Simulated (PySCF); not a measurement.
**Identify the compound**

An unknown has the formula C$_{8}$H$_{14}$O$_{2}$. Its calculated NMR data are:

1H NMR (600 MHz, computed): δ 2.03 (s, 3H), 2.03 (q, 2H), 1.85 (s, 3H), 1.78 (s, 3H), 0.90 (t, 3H).

13C{1H} NMR (computed): δ 170.7 (C), 148.2 (C), 129.6 (C), 31.4 (CH2), 21.2 (CH3), 18.4 (CH3), 16.9 (CH3), 14.6 (CH3).

Method: shieldings: GIAO PBE/pcSseg-1, geometry from PBE0-D3(BJ)/def2-SVP, in PySCF 2.14.0 with density-fitted response routines (no solvent, one averaged value for each set of equivalent atoms, single conformer, non-relativistic Hamiltonian).

Chemical shifts δ = σref − σ; 1H (σref 31.20), 13C (σref 180.03) vs TMS, all at this level.

**Question.** Propose a structure and justify it.

**Answer.** 
1. Rings plus π bonds: 2 (no ring in the answer).
2. 8 carbon signals for 8 carbons: no two carbons are equivalent.
3. Carbon types of the structure: 3 × C, 1 × CH2, 4 × CH3, which accounts for all hydrogens.
4. δC 170.7: ester carbonyl carbon; it is a carbonyl in resonance with an O or N lone pair, the region of acids, esters and amides.
5. δC 148.2: alkene carbon bearing oxygen; an sp2 carbon further deshielded by the attached heteroatom.
6. δC 129.6: β carbon of an enol-ether or enamine type C=C.
7. δC 31.4: allylic sp3 CH2; saturated and bonded to C and H only.
8. δC 21.2: methyl carbon α to a carbonyl; the adjacent C=O deshields it moderately.
9. δC 18.4, 16.9: allylic methyl carbon; a saturated carbon with 1 carbon neighbour and no heteroatom attached.
10. δH 1.85, 1.78: hydrogen on an allylic methyl carbon; allylic position.

These data were computed for SMILES CC/C(C)=C(/C)OC(C)=O.

This is the structure that produced the data.

Shifts are as computed. Against solution values, carbons near 30 ppm lie about +2 ppm off and those near 130 ppm about +2 ppm. Of 1211 compounds with measured shifts, 218 miss one by over three times the rms of a fit or turn the order of signals round; such compounds aren't used in these exercises. No couplings were computed; multiplicities are counted from neighbouring protons, with m where these are inequivalent, close in shift, in a saturated or five-membered ring or joined by F or P, and br s for small geminal =CH2 splittings.
